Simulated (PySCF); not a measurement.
Compound: C₆H₆O₃.
Atom-mapped SMILES: `[O:1]=[CH:2][CH2:3][C:4](=[O:5])[O:6][C:7]1=[CH:8][CH2:9]1` (hydrogens: H10 on C2; H11, H12 on C3; H13 on C8; H14, H15 on C9)

The geometry is computed with GFN2-xTB (gas phase).

Question: Give the optimised bond lengths and angles.

Answer: 
```json
{"bond": "O1=C2", "length (Å)": "1.194"}
{"bond": "C2–C3", "length (Å)": "1.513"}
{"bond": "C3–C4", "length (Å)": "1.514"}
{"bond": "C4=O5", "length (Å)": "1.197"}
{"bond": "C4–O6", "length (Å)": "1.351"}
{"bond": "O6–C7", "length (Å)": "1.344"}
{"bond": "C7=C8", "length (Å)": "1.298"}
{"bond": "C8–C9", "length (Å)": "1.518"}
{"bond": "C7–C9", "length (Å)": "1.488"}
{"bond": "C2–H10", "length (Å)": "1.104"}
{"bond": "C3–H11, C3–H12", "length (Å)": "1.091"}
{"bond": "C8–H13", "length (Å)": "1.060"}
{"bond": "C9–H14, C9–H15", "length (Å)": "1.084"}
```

Bonds in one row agree within 0.01 Å and their mean is given. A selection of angles:
```json
{"angle": "O1–C2–C3", "degrees": "124.6"}
{"angle": "C2–C3–C4", "degrees": "108.4"}
{"angle": "C3–C4–O5", "degrees": "125.5"}
{"angle": "C3–C4–O6", "degrees": "109.9"}
{"angle": "O5–C4–O6", "degrees": "124.6"}
{"angle": "C4–O6–C7", "degrees": "118.5"}
{"angle": "O6–C7–C8", "degrees": "152.4"}
{"angle": "O6–C7–C9", "degrees": "142.0"}
{"angle": "C8–C7–C9", "degrees": "65.6"}
{"angle": "C7–C8–C9", "degrees": "63.2"}
{"angle": "C7–C9–C8", "degrees": "51.2"}
```

Torsions: O1–C2–C3–C4 123° (anticlinal); C2–C3–C4–O5 66° (synclinal); C3–C4–O6–C7 178° (antiperiplanar); C4–O6–C7–C8 2° (synperiplanar); O6–C7–C8–C9 180° (antiperiplanar); O6–C7–C9–C8 180° (antiperiplanar). The mirror-image conformer, all signs reversed, is as good.

The 4 C–O bonds span 1.194 Å (O1=C2, drawn double) to 1.351 Å (C4–O6, drawn single), a spread of 0.157 Å. The C–C distances run from 1.298 Å (C7=C8, drawn double) to 1.518 Å (C8–C9, drawn single), a spread of 0.220 Å. The 3-membered ring C7–C8–C9 has internal angles of 51.2° to 65.6°. Of the pairs four or more bonds apart, O5···C8 is among the closest relative to their van der Waals radii: 3.08 Å, 96 % of the sum of Bondi's values.

Point group: C1 (no symmetry element, even within 0.4 Å). Not checked by GFN2-xTB frequencies. One conformer, not necessarily the lowest.
